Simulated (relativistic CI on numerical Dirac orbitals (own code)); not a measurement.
# Hyperfine structure of Rh XI, mass number 103

Calculated at this level of theory: Dirac-Coulomb-Breit CI, KLI orbitals optimised for each configuration, model QED, unscaled Slater integrals (own radial code, finite nucleus).

CI space (outside the closed core [Ar] 3d10): 4s2.4p5, 4s.4p6, 4s2.4p4.4d, 4s.4p5.4d, 4s2.4p4.4f, 4s.4p5.4f, 4p6.4d, 4s2.4p4.5s, 4s.4p4.4d2, 4s2.4p4.5p, 4s2.4p3.4d.4f, 4p6.5s, 4p5.4d2, 4p4.4d3, 4p4.4d2.4f, 4p4.4d2.5s. Double excitations out of closed p, d and f shells are left out; levels of such configurations are missing from the list, as are those of other unlisted configurations, and high levels can miss mixing partners. These lack a partner that the ground configuration has and come out too high: 4s2.4p4.5p.

Nuclear spin I = 1/2, μ = -0.08829 μN (tables of Stone and Pyykkö). The electronic factors are computed for point nuclear moments, without core polarisation or the Bohr-Weisskopf and QED corrections.

| Level | E (cm⁻¹) | A (MHz) |
| --- | --- | --- |
| 4s2.4p5 2P°_3/2 | 0 | -942.1 |
| 4s2.4p5 2P°_1/2 | 38593 | -5488 |
| 4s.4p6 2S_1/2 | 282668 | -16140 |
| 4s2.4p4.4d 4D_5/2 | 380727 | -590.5 |
| 4s2.4p4.4d 4D_3/2 | 381783 | -822.5 |
| 4s2.4p4.4d 4D_7/2 | 383544 | -396.9 |
| 4s2.4p4.4d 4D_1/2 | 385569 | -1120 |
| 4s2.4p4.4d 4F_9/2 | 401721 | -499.6 |

Levels with J = 0, under 50 % of one LS term, or S terms without an open s electron are left out. Small factors come from cancelling terms and can be off by tens of per cent or more.

At this charge energies of transitions that change n are usually good to better than 1 %, and those within a shell (Δn = 0) to a few per cent.

Question: Give the hyperfine levels of 4s2.4p5 2P°_1/2 relative to its centre of gravity.

Answer: With K = F(F + 1) − I(I + 1) − J(J + 1), E = AK/2: F = 0: 4116, F = 1: -1372 MHz.

LS names give the leading component of a level, which can be under half, so a name can repeat, a term be missing and a line seem to break the LS rules.
